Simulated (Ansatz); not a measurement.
Total energies of AlFH4OSi (`O[SiH](F)[AlH2]`).

```xyz
8

O    -0.149    1.290   -1.215
Si    0.477   -0.109   -0.616
F     0.156   -1.324   -1.623
Al   -0.661   -0.441    1.553
H     0.265    1.686   -1.985
H     1.968   -0.024   -0.625
H    -2.152   -0.980    1.604
H     0.096   -0.097    2.907
```

The species carries charge 0 and has multiplicity 1. The geometry is a stationary point of PBE0-D4/def2-TZVP. It is one conformer, not always the lowest. Basis def2-TZVPP, the Gaussian-basis code of Ansatz.

RPA on PBE orbitals: Hartree–Fock energy of these orbitals -707.62326 Eh, correlation -1.12936 Eh (frozen core).

```json
{"functional": "LDA (SPW92)", "energy without D4 (Eh)": "-706.16489", "D4 term (kJ/mol)": "–"}
{"functional": "BLYP", "energy without D4 (Eh)": "-709.55860", "D4 term (kJ/mol)": "-30.2"}
{"functional": "r2SCAN", "energy without D4 (Eh)": "-709.44634", "D4 term (kJ/mol)": "-3.3"}
{"functional": "B97M-V", "energy without D4 (Eh)": "-709.39193", "D4 term (kJ/mol)": "–"}
{"functional": "PBE0", "energy without D4 (Eh)": "-709.16400", "D4 term (kJ/mol)": "-11.8"}
{"functional": "r2SCANh", "energy without D4 (Eh)": "-709.43299", "D4 term (kJ/mol)": "-3.5"}
{"functional": "r2SCAN0", "energy without D4 (Eh)": "-709.41403", "D4 term (kJ/mol)": "-3.9"}
{"functional": "HSE06 (plane-wave form)", "energy without D4 (Eh)": "-709.14367", "D4 term (kJ/mol)": "-11.1"}
{"functional": "BHLYP", "energy without D4 (Eh)": "-709.51352", "D4 term (kJ/mol)": "-18.9"}
{"functional": "CAM-B3LYP", "energy without D4 (Eh)": "-709.54948", "D4 term (kJ/mol)": "-12.2"}
{"functional": "ωB97X-V", "energy without D4 (Eh)": "-709.43550", "D4 term (kJ/mol)": "–"}
{"functional": "ωB97M-V", "energy without D4 (Eh)": "-709.48936", "D4 term (kJ/mol)": "–"}
{"functional": "B2PLYP", "energy without D4 (Eh)": "-709.24354", "D4 term (kJ/mol)": "–"}
{"functional": "PBE-QIDH", "energy without D4 (Eh)": "-708.97194", "D4 term (kJ/mol)": "–"}
```

Problem. Give the same for PBE, revPBE, B3LYP, LC-ωPBE. (Best estimate.)

Solution. The calculation gave: 
```tsv
functional	energy without D4 (Eh)	D4 term (kJ/mol)
PBE	-709.11004	-13.9
revPBE	-709.40155	-38.5
B3LYP	-709.63007	-22.7
LC-ωPBE	-709.30968	–
```

B3LYP takes the VWN-RPA correlation (the form of Gaussian; ORCA's B3LYP/G). HSE06 is the plane-wave form, built on full-range PBE exchange. The double hybrids freeze the cores in their second-order part.

LC-ωPBE has ω = 0.4 bohr⁻¹.
